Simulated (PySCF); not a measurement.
C3H5BN2O, SMILES CB(O)/C=N\C#N. The structure is a stationary point at PBE-D3(BJ)/def2-SVP. The structure was generated by enumeration; whether it is a known compound was not checked. The values are those of a single conformer.

Computed equilibrium geometry at PBE-D3(BJ)/def2-SVP (PySCF confirms it by a frequency run) as Cartesian coordinates in Å, and its point group (one conformer of several):
point group Cs.
```xyz
12

C     -1.5919     0.7050     0.0000
B     -0.1130     1.2159     0.0000
O      0.1345     2.5582     0.0000
C      1.1658     0.2482     0.0000
N      1.2092    -1.0497     0.0000
C      0.1512    -1.8536     0.0000
N     -0.6700    -2.7048     0.0000
H     -1.7905     0.0533     0.8781
H     -2.3200     1.5388     0.0000
H     -1.7905     0.0533    -0.8781
H      1.0853     2.7793     0.0000
H      2.1801     0.7141     0.0000
```
Charge 0, spin multiplicity 1.
